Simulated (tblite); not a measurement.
F2Si (SMILES F[Si]F), singlet, at a GFN2-xTB geometry; GFN1-xTB run with tblite.

Here is a job for tblite.
```
$ tblite run mol.xyz --method gfn1 --charge 0 --spin 0 --json tblite.json --no-restart

# file mol.xyz
3

Si    -0.03685565    -0.01764442     0.62704345
F      1.00111955    -0.63280559    -0.44873539
F     -0.94378855     0.66025247    -0.52666553
```

Question: Write the output that tblite gives for this input, abridged.

Answer: 
```
xTB calculator
 | screened Coulomb repulsion
 | Coulomb electrostatics
 |  * isotropic Klopman-Ohno-Mataga-Nishimoto electrostatics
 |  * onsite third-order electrostatics
 | DFT-D3(BJ) dispersion correction

halogen bonding energy    0.0000000000000E+00 Eh
repulsion energy          2.0404535783168E-02 Eh
dispersion energy        -3.7787124688648E-04 Eh
number of electrons       1.8000000000000E+01 e
integral cutoff           2.8146159136829E+01 bohr

------------------------------------------------------------
  cycle        total energy    energy error   density error
------------------------------------------------------------
      1     -12.15132461541  -1.2171351E+01   6.5808454E-01
      2     -12.24635498335  -9.5030368E-02   3.0870033E-01
      3     -12.24810082632  -1.7458430E-03   9.3761933E-02
      4     -12.24823597418  -1.3514786E-04   1.5835824E-02
      5     -12.24816651926   6.9454915E-05   1.0133638E-02
      6     -12.24825708186  -9.0562598E-05   3.2524160E-03
      7     -12.24826700784  -9.9259791E-06   1.4976948E-04
      8     -12.24826702240  -1.4557889E-08   8.9476537E-05
      9     -12.24826702962  -7.2180946E-09   8.6688231E-07
------------------------------------------------------------

electronic energy        -1.2268293694154E+01 Eh
total energy             -1.2248267029618E+01 Eh

Post processing:
 | Mayer-Wiberg bond orders

[Info] JSON dump of results written to 'tblite.json'
```
